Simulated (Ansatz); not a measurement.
`[NH2][GaH][AsH2]` + H₂ → `[GaH2][AsH2]` + NH₃ at 500 K and 1 bar (hydrogenolysis of a Ga–N bond).

Gas-phase electronic energies from Ansatz, PBE0-D4/def2-TZVP geometries. CCSD(T)/CBS adds triple-zeta CCSD(T) − MP2 to the extrapolated MP2 energy (def2 sets, frozen cores). This one scheme is used for every species. For As, Ga outer-core shells are correlated without core-valence functions, which leaves a few kJ/mol of doubt a bond. Scalar relativity is left out up to krypton. One conformer a species, not always the lowest.

```json
{"species": "`[NH2][GaH][AsH2]`", "CCSD(T)/CBS energy (Eh)": "-4216.68718", "H − E (kJ/mol)": "167.9", "S (J/(mol·K))": "399.4"}
{"species": "H₂", "CCSD(T)/CBS energy (Eh)": "-1.17544", "H − E (kJ/mol)": "41.0", "S (J/(mol·K))": "145.5"}
{"species": "`[GaH2][AsH2]`", "CCSD(T)/CBS energy (Eh)": "-4161.33979", "H − E (kJ/mol)": "107.4", "S (J/(mol·K))": "346.0"}
{"species": "NH₃", "CCSD(T)/CBS energy (Eh)": "-56.50880", "H − E (kJ/mol)": "108.2", "S (J/(mol·K))": "211.8"}
```

H − E and S are ideal-gas, rigid-rotor, harmonic terms from PBE0-D4/def2-TZVP, for one conformer and one mirror image of each species. For small species the MP2-based limit differs from directly extrapolated CCSD(T) by up to some mEh (0.8 for H₂); such offsets cancel only in part. 1 Eh = 2625.50 kJ/mol, R = 8.31446 J/(mol·K).

Q: By hand: ΔE, ΔH, ΔS and ΔG.

A: ΔE = (-4161.33979) + (-56.50880) − (-4216.68718) − (-1.17544) = 0.01403 Eh = 36.8 kJ/mol. Δ(H − E) = 107.4 + 108.2 − 167.9 − 41.0 = 6.7, so ΔH = 43.5 kJ/mol. ΔS = 346.0 + 211.8 − 399.4 − 145.5 = 12.9 J/(mol·K). ΔG = 43.5 − 500 × (12.9)/1000 = 37.0 kJ/mol.

Q: By hand: the equilibrium constant, and the temperature at which ΔG would vanish if ΔH and ΔS stayed fixed.

A: log₁₀ K = −ΔG/(RT ln 10) = -3.9. ΔG = 0 at ΔH/ΔS = 3372 K, far beyond where these terms or the molecules hold.

The number of gas molecules stays the same, so ΔS is small and ΔH decides. A doubt of 5 kJ/mol in ΔE shifts log₁₀ K by 0.5 here. Other conformers and mirror images would add mixing entropy, several J/(mol·K) or more a flexible species. These are equilibria of isolated gas molecules and say nothing of rates. Largest T1 diagnostic: 0.013 (customary marks: 0.02 for closed shells, 0.045 for open ones).
